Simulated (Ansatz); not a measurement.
# Scan of the C1–C2–Si3–F4 dihedral angle

C$_{2}$H$_{5}$FSi (SMILES C=C[SiH2]F), closed shell, at its PBE0-D4/def2-TZVP minimum:

C1  (-1.248, 0.814, -0.327)
C2  (-0.280, 0.447, 0.509)
Si3  (0.998, -0.794, 0.021)
F4  (2.460, -0.140, 0.070)
H5  (-2.023, 1.522, -0.046)
H6  (-1.309, 0.418, -1.338)
H7  (-0.268, 0.877, 1.509)
H8  (1.026, -1.949, 0.953)
H9  (0.734, -1.240, -1.369)
(Å)

The dihedral angle C1–C2–Si3–F4 (119.0° at the minimum) is set to the values below, the two halves turning rigidly about the central bond. Each method's energies count from its own value at the PBE0-D4 minimum structure. Program: Ansatz 0.2.0. Basis: def2-TZVPP. Cores are frozen in the correlated methods. B3LYP uses VWN-RPA correlation.

CCSD(T) energies along the scan:
```json
{"dihedral angle (°)": "-171.6", "CCSD(T) (kcal/mol)": "1.887"}
{"dihedral angle (°)": "-141.6", "CCSD(T) (kcal/mol)": "0.963"}
{"dihedral angle (°)": "-111.6", "CCSD(T) (kcal/mol)": "0.297"}
{"dihedral angle (°)": "-81.6", "CCSD(T) (kcal/mol)": "1.094"}
{"dihedral angle (°)": "-51.6", "CCSD(T) (kcal/mol)": "1.733"}
{"dihedral angle (°)": "-21.6", "CCSD(T) (kcal/mol)": "0.974"}
{"dihedral angle (°)": "8.4", "CCSD(T) (kcal/mol)": "0.625"}
{"dihedral angle (°)": "38.4", "CCSD(T) (kcal/mol)": "1.570"}
{"dihedral angle (°)": "68.4", "CCSD(T) (kcal/mol)": "1.668"}
{"dihedral angle (°)": "98.4", "CCSD(T) (kcal/mol)": "0.428"}
{"dihedral angle (°)": "128.4", "CCSD(T) (kcal/mol)": "0.102"}
{"dihedral angle (°)": "158.4", "CCSD(T) (kcal/mol)": "1.276"}
```
They count from the CCSD(T) energy at the PBE0-D4 minimum.

Largest difference from the CCSD(T) curve over the scan: r2SCAN-D4 0.341; PBE0-D4 0.118; B3LYP-D4 0.104 kcal/mol. Each curve counts from its own value at the minimum.

T1 diagnostic: at most 0.012.

For scale, one of the runs: CCSD(T)/def2-TZVPP, 205 basis functions (an equivalent command: `ansatz run in.yaml --threads 4`). Time: 43 s of wall clock on 4 CPU threads; the host was shared. Peak host memory: 2.7 GiB.
